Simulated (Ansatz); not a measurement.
# Sm(NO2)2 in a box, plane waves

Ansatz 0.2.0, DFT PBE+U, spin-orbit coupling, plane waves, PAW, molecule in a box. The geometry was relaxed with Gaussian bases (PBE0; Sm lcecp-0-SVP with ECP52, O def2-SVP, N def2-SVP).

```yaml
crystal:
  lattice:
    - [10.49, 0.0, 0.0]
    - [0.0, 10.49, 0.0]
    - [0.0, 0.0, 14.92]
  atoms:
    - { symbol: Sm, position: [0.49991992, 0.49991992, 0.49998592], spin: 6.0, spin_axis: [0.0, 0.0, 1.0] }
    - { symbol: O, position: [0.57085891, 0.57085891, 0.65286729] }
    - { symbol: O, position: [0.42897998, 0.42897998, 0.65286729] }
    - { symbol: "N", position: [0.49991992, 0.49991992, 0.6983626] }
    - { symbol: O, position: [0.57085891, 0.42897998, 0.34710389] }
    - { symbol: O, position: [0.42897998, 0.57085891, 0.34710389] }
    - { symbol: "N", position: [0.49991992, 0.49991992, 0.30160858] }
basis:
  ecutwfc: 420
  ecutrho_ratio: 4
kpoints:
  mp_grid: { grid: [1, 1, 1] }
hamiltonian:
  xc: pbe
  hubbard: { sites: [{ species: Sm, l: f, u_eff: 5.0 }] }
scf:
  occupations: { method: gaussian, width: 0.01 }
output:
  forces: true
  eigenvalues: true
  populations: true
  hubbard: { sites: [{ species: Sm, l: f }] }
magnetization:
  noncollinear: true
  spin_orbit: true
```

Command:
```sh
ansatz run input.yaml --threads 2 --pin off --max-ram 5120MiB --backend cpu --events-out ev --progress --plain --runs-dir out
```
It took 6.5 min on 2 threads of Arm Neoverse V1, on a shared host, peak memory 2.8 GiB.

(1) How does the SCF go?

(2) Which levels lie next to the highest filled one (eV, counted from it)?

(3) How is the f shell of Sm1 filled?

(4) What forces are left at this geometry, relaxed with Gaussian bases (eV/Å)?

The open shells may stand above their lowest state.

The forces come from the other functional as well as from the basis.

An lcecp potential fixes the number of 4f electrons, so in runs with it no electron can move into or out of that shell.

Results:

(1) 
```
SCF iter   1: F=—  HF=-11286.733065 eV  |F-HF|=—  |Δ(HF+E_count)|=         —  Δρ=9.47e-2
preconditioner: auto → Resta (q_TF=auto, 1.525 Å⁻¹)  ε∞=1.4  [insulator: Δε(μ)=0.043 eV  Ē_g=8.710 eV  σ=0.010 eV  W_gap=1.00  n_s
spin=Noncollinear: Resta preconditioning applied to the charge; magnetization (m_x, m_y, m_z) channels mix plain (no charge-respon
SCF iter   2: F=—  HF=-11294.197517 eV  |F-HF|=—  |Δ(HF+E_count)|=    7.46e0  Δρ=1.35e-1
SCF iter   3: F=—  HF=-11280.130990 eV  |F-HF|=—  |Δ(HF+E_count)|=    1.41e1  Δρ=6.02e-2
...
eigensolver tolerance schedule: the retry pair's looser diagonalisation over-reported the residual by 3118.52 of it (diagonalisati
preconditioner: auto → Resta (q_TF=auto, 1.525 Å⁻¹)  ε∞=1.4  [insulator: Δε(μ)=2.563 eV  Ē_g=8.902 eV  σ=0.010 eV  W_gap=1.00  n_s
spin=Noncollinear: Resta preconditioning applied to the charge; magnetization (m_x, m_y, m_z) channels mix plain (no charge-respon
SCF iter   2: F=—  HF=-11285.088542 eV  |F-HF|=—  |Δ(HF+E_count)|=   2.76e-5  Δρ=1.05e-6
SCF iter   3: F=-11285.088542 eV  HF=-11285.088542 eV  |F-HF|=9.32e-9  |Δ(HF+E_count)|=   5.79e-9  Δρ=4.50e-7
```

(2) Filled: -0.94, -0.80, -0.62, -0.60, -0.48, -0.32, -0.27, -0.05, -0.04, 0.00. Empty: 2.56, 2.58, 2.61, 2.63, 2.64, 3.00, 3.51, 3.72.

(3) Natural occupations, full = 1; spinor: 0.00, 0.00, 0.00, 0.00, 0.00, 0.00, 0.01, 0.01, 0.99, 1.00, 1.00, 1.00, 1.00, 1.00; in all 6.01 e. Spin moment (0.00, 0.00, 5.94) μB, orbital moment (0.00, 0.00, -0.57) μB.

(4) 
```
Sm   0.00  0.00  0.00
O    1.02  1.02 -0.82
O   -1.02 -1.02 -0.82
N    0.00  0.00  1.42
O    1.02 -1.02  0.82
O   -1.02  1.02  0.82
N    0.00  0.00 -1.42
```
